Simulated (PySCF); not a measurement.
A family of related molecules: H2E=E'H2. All species are isolated molecules in the gas phase. One relaxed conformer stands for each flexible species; it need not be the lowest. Strings in code marks are SMILES.

The four lowest singlet excitations (Tamm–Dancoff). Level of theory: TPSSh-D3(BJ)/def2-TZVP // CAM-B3LYP-D3(BJ)/def2-TZVP (PySCF). Excitations are Tamm–Dancoff values on a coarser integration grid. The basis has no diffuse functions, so Rydberg states are missing or too high.

```
state  energy (eV)  wavelength (nm)  oscillator strength
-----  -----------  ---------------  -------------------
S1            5.68              218                0.345
S2            6.36              195                0.023
S3            6.49              191                0.054
S4            7.11              174                0.000
```

Question: Identify which member gives these states.
A. `C=[SiH2]`
B. `[CH2]=[SnH2]`
C. `BN`
D. `[NH2][AlH2]`

Answer: A, `C=[SiH2]`
